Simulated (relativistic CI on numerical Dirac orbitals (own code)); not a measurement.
# Ga³⁺: what numerical and physical settings do to a radial Dirac CI calculation

Reference input:

```
atom Ga  Z=31  charge=3  electrons=28
nucleus A=69  rms_radius_fm=3.9973
hamiltonian dirac-coulomb  breit=on  qed=on  c_scale=1
orbitals kli  potential=per-configuration
slater_scale 1
correlation none
mixing on
grid step=0.0125 r_max=37.3
scf mixing=0.4 start=green max_iterations=150 tolerance=2e-08 node_fill=0.05
configurations
  [Ar] 3d10
  [Ar] 3d9 4s
  [Ar] 3d9 4p
end
```

Computed lowest total energy -1939.15346 Ha, first excitation 138999.3 cm⁻¹, 37 SCF steps. Runs with settings changed; * marks those that are bad on purpose (the QED terms keep the true α when c is scaled):

```csv
Changed,Outcome,Lowest level,ΔE (Ha),First excitation (cm⁻¹),SCF steps,Message
start potential bare,converged,3d10 1S_0,4.32e-12,138999.3,53,
"node fill of the KLI weights 0.01, speed of light × 2, grid step 0.04",converged,3d10 1S_0,13.8,146351.1,36,
"iteration limit 30, end of the grid at 111.9 bohr, grid step 0.006",converged,3d10 1S_0,-6.44e-05,138999.3,36,
"Slater scale 1.2, grid step 0.008",converged,3d10 1S_0,-4.46e-05,138719.3,36,
nuclear radius 399.73 fm *,converged,3d10 1S_0,54,149741.3,37,
grid step 0.15 *,converged,3d10 1S_0,0.00656,138991.0,36,orbitals of one symmetry overlap by 3.2e-05
```

With so few configurations and no correlation, terms lie too far apart (by 10 to 50 % near neutrality), their order can be wrong, and levels of other configurations are missing.
